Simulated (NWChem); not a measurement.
Two isomers of CH4BFS, each optimised at PBE0/def2-SVP with NWChem. Flexible species stand in one conformer each, which need not be the lowest. 

A: CB(F)S
B: CSBF

Which is lower in energy, by how much, and how do their other properties compare?

A is lower by 16.6 kcal/mol in electronic energy; with zero-point energies, B − A = 17.4 kcal/mol.
```csv
,A,B
highest occupied level (eV),-7.91,-7.63
orbital gap (eV),7.98,7.38
dipole (D),2.17,2.32
highest harmonic frequency (cm⁻¹),3183,3200
zero-point energy (kcal/mol),33.5,34.3
```
